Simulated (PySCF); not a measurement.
Gas-phase reaction: 2 GaCl3 + GaH3 ⇌ 3 HCl + 3 GaCl

Computed with PySCF (xtb for GFN2) and rigid-rotor harmonic-oscillator thermochemistry at 1 bar. † marks an energy on the PBE0/def2-TZVP geometry and frequencies; other levels use their own. MP2 and CCSD(T) freeze the core. 6-31G* has spherical d functions here. All species are closed-shell singlets. B3LYP is the form with VWN-RPA correlation. Ga: all electrons, no relativistic terms. GaH3: computed as isolated molecules; such fragments, hydroxides, amides, oligomers or adducts are transient or little studied in the gas. MP2 isn't extrapolated to the basis-set limit; its ΔH°(298 K) is 375.9 kJ in def2-SVP and 343.7 kJ in def2-TZVPP. CCSD(T) isn't extrapolated to the basis-set limit; its ΔH°(298 K) is 318.8 kJ in def2-SVP and 302.2 kJ in def2-TZVPP. The harmonic model lacks anharmonicity and excited electronic states, which grow with temperature; levels with a mode under 35 cm⁻¹ are left out.

```
level               ΔE electronic, kJ  ΔH°(298 K), kJ  ΔS°(298 K), J/K  ΔG°(800 K), kJ
------------------  -----------------  --------------  ---------------  --------------
B3LYP/6-31G*                      195             196              410            -129
B3LYP/def2-TZVP†                  195             195              411            -131
CCSD(T)/def2-SVP†                 319             319              411              -7
GFN2-xTB                          271             272              397             -42
HF/def2-TZVP†                     290             291              411             -35
MP2/def2-SVP†                     376             376              411              50
PBE/def2-SVP                      263             264              407             -59
PBE0/def2-QZVP†                   267             267              411             -59
LDA/def2-TZVP†                    321             322              411              -4
ωB97M-V/def2-TZVP†                270             270              411             -56
ωB97X-V/def2-TZVP†                319             319              411              -7
```
ΔH° is lowest at B3LYP/def2-TZVP† and highest at MP2/def2-SVP†. No reference value is set beside these.
